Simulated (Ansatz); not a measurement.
Reaction (ligand exchange at a P–O bond): `FB(F)OP` + `PBS` → `PBSP` + `OB(F)F`

Computed with Ansatz on PBE0-D4/def2-TZVP structures; ΔE is electronic, products minus reactants. CCSD(T)/CBS adds triple-zeta CCSD(T) − MP2 to the extrapolated MP2 energy (def2 sets, frozen cores). This one scheme is used for every species. DFT in def2-TZVPP. Each species was taken in one conformer, which may not be the lowest.

```json
{"level": "B2PLYP", "ΔE (kcal/mol)": "-6.5"}
{"level": "CCSD/CBS(def2)", "ΔE (kcal/mol)": "-6.9"}
```

Problem. What does CCSD(T)/CBS give? (An estimate is asked.)

Solution. Computed: -7.8 kcal/mol. The listed levels differ from it by 1.3, 0.9 kcal/mol.

Problem. What do rigid-rotor, harmonic-oscillator terms from PBE0-D4/def2-TZVP frequencies (298.15 K, 1 bar) make of the CCSD(T)/CBS value? (An estimate is asked.)

Solution. Ansatz gave: ΔZPE = +1.4 kcal/mol, ΔH = -6.5 kcal/mol, ΔS = -12 J/(mol·K), ΔG = -5.6 kcal/mol. Modes under 50 cm⁻¹ make the entropy rough.

Largest T1 diagnostic among the species: 0.016.

From BLYP to BHLYP (50 % exact exchange), in def2-TZVPP and without D4, ΔE moves by +1.2 kcal/mol. The D4 term adds −0.9 kcal/mol with B3LYP and −0.5 kcal/mol with PBE0; it sums over pairs of atoms, weighted by their polarisabilities, and B3LYP, whose exchange is more repulsive, gets the larger term. At CCSD(T), def2-SVP lies +1.6 kcal/mol from the extrapolated value and def2-TZVPP +1.0 kcal/mol.

B3LYP here is the variant with VWN-RPA as its local correlation; programs differ in this.
